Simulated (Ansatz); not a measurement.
`CB[BH][GaH2]` + `C#C/N=C/O` → `O/C=[N]/[GaH2]` + `C#CBBC`  (formal exchange of groups at a Ga–B bond)

Calculated with Ansatz (gas phase, PBE0-D4/def2-TZVP geometries, no zero-point term in ΔE). CCSD(T)/CBS is the MP2 limit (def2-TZVPP, def2-QZVPP) plus CCSD(T) − MP2 in def2-TZVPP, frozen cores. Double bonds are as drawn, so ΔE can hold a change between cis and trans. Functionals use def2-TZVPP. B3LYP here is the variant with VWN-RPA as its local correlation; programs differ in this. HSE06 is defined as in plane-wave codes. For Ga outer-core shells are correlated without core-valence functions, which leaves a few kJ/mol of doubt a bond. Scalar relativity is left out up to krypton. One conformer a species, not always the lowest.

`CB[BH][GaH2]`:

Cartesian coordinates in Å:
```
C 0.060 1.251 -1.443
B 0.588 -0.059 -0.766
B -0.222 -1.138 0.126
Ga -0.407 -0.878 2.174
H -1.010 1.441 -1.348
H 0.605 2.115 -1.042
H 0.318 1.228 -2.509
H 1.775 -0.276 -0.858
H -0.718 -2.144 -0.307
H -1.650 -0.120 2.778
H 0.661 -1.419 3.195
```

`C#C/N=C/O`:

```xyz
8

C     0.639   -2.178    0.500
C     0.355   -1.109    0.026
N     0.066    0.032   -0.595
C    -0.343    1.041    0.054
O    -0.634    2.184   -0.549
H     0.887   -3.118    0.930
H    -0.497    1.086    1.132
H    -0.473    2.062   -1.497
```

`O/C=[N]/[GaH2]`:

Z-matrix (Å, degrees):
```
C
N 1 1.243
O 1 1.348 2 124.3
H 1 1.095 2 126.9 3 180.0
Ga 2 1.814 1 149.1 3 179.8
H 3 0.968 1 106.6 2 0.0
H 5 1.560 2 116.6 1 -93.0
H 5 1.560 2 116.6 1 93.8
```

`C#CBBC`:

```xyz
11

C     1.597    1.967    1.597
C     1.409    1.008    0.884
B     1.124   -0.168   -0.011
B    -0.264   -0.266   -0.909
C    -1.588   -0.965   -0.468
H     1.775    2.807    2.228
H     1.950   -1.039   -0.067
H    -0.234    0.191   -2.025
H    -1.618   -1.914   -1.025
H    -2.476   -0.417   -0.796
H    -1.676   -1.205    0.592
```

```tsv
level	ΔE (kJ/mol)	difference from CCSD(T)/CBS
LDA (SPW92)	-93.7	39.8
PBE-D4	-102.6	30.9
revPBE-D4	-104.1	29.4
BLYP-D4	-118.1	15.4
r2SCAN-D4	-116.4	17.1
B97M-V	-118.0	15.5
PBE0-D4	-108.7	24.8
B3LYP-D4	-121.5	12.0
r2SCANh-D4	-117.4	16.1
r2SCAN0-D4	-118.7	14.8
BHLYP-D4	-129.1	4.4
CAM-B3LYP-D4	-126.6	6.9
ωB97X-V	-124.7	8.8
ωB97M-V	-127.0	6.5
B2PLYP	-132.3	1.2
PBE-QIDH	-124.7	8.8
revPBE	-105.2	28.3
BLYP	-119.1	14.4
r2SCAN	-116.5	17.0
PBE0	-109.1	24.4
B3LYP	-122.3	11.2
r2SCANh	-117.5	16.0
HSE06	-109.0	24.5
BHLYP	-130.2	3.3
CAM-B3LYP	-127.1	6.4
RPA@PBE/def2-TZVPP	-133.4	0.1
HF/def2-SVP	-139.9	-6.4
MP2/def2-SVP	-139.4	-5.9
CCSD/def2-SVP	-133.4	0.1
CCSD(T)/def2-SVP	-133.0	0.5
HF/def2-TZVPP	-143.4	-9.9
MP2/def2-TZVPP	-140.6	-7.1
SCS-MP2/def2-TZVPP	-143.2	-9.7
CCSD/def2-TZVPP	-134.3	-0.8
CCSD(T)/def2-TZVPP	-133.3	0.2
HF/def2-QZVPP	-145.1	-11.6
MP2/def2-QZVPP	-141.4	-7.9
HF/CBS(def2)	-145.3	-11.8
MP2/CBS(def2)	-140.9	-7.4
CCSD/CBS(def2)	-134.5	-1.0
CCSD(T)/CBS	-133.5	0
```

Largest T1 diagnostic among the species: 0.016.

Leaving LDA and LC-ωPBE aside and taking each functional with its dispersion term where it has one, the values spread over 29.7 kJ/mol, from B2PLYP to PBE-D4. LDA lies +9.5 kJ/mol from PBE without D4. From PBE to PBE0 (25 % exact exchange), in def2-TZVPP and without D4, ΔE moves by −6.0 kJ/mol.

CCSD(T)/CBS has its own doubt, a few kJ/mol and more with outer-core shells, so smaller differences from it don't rank the levels.
